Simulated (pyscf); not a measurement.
# Routes from Cl–SiH₂–SiH₂–Cl

Candidate steps break at most two bonds and form at most two. Each was searched with GFN2-xTB (tblite) first. Single points on ωB97X-D3(BJ)/def2-SVP structures (PySCF, gas phase). Correlated levels are frozen-core, on RHF or UHF. ΔMP2 is the change of the MP2 total energy from the triple- to the quadruple-zeta basis. Energies: CCSD(T)/def2-TZVPP + ΔMP2(QZVPP), kcal/mol, from the reactant's lowest minimum found, singlet surface; ΔG‡ with ideal gas, 1 atm, RRHO with modes under 100 cm⁻¹ raised to 100, one conformer, R ln 2 for chiral ones without a mode under 150 cm⁻¹.

```csv
products,type,ΔE‡,ΔE,ΔG‡ 298 K,ΔG‡ 900 K,ν‡ (cm⁻¹)
H₃Si–Cl + :HSi–Cl [singlet],"1,1-elimination",47.2,+45.0,45.0,45.3,367i
Cl–SiH₂–SiH₂–Cl,concerted two-bond exchange,50.2,0.0,49.8,51.8,341i
```

Row 1: On the product side the descent ends in a bound adduct (not fully relaxed), 8.2 kcal/mol under the separated species and 5.3 kcal/mol under the saddle at ωB97X-D3(BJ)/def2-TZVP. 

Plain bond fissions and candidates not yet searched are not listed, and one of them may be faster. Each barrier is that of the saddle found; lower ones may exist. The CCSD(T) − MP2 part came from Ansatz, without density fitting, on the same reference.
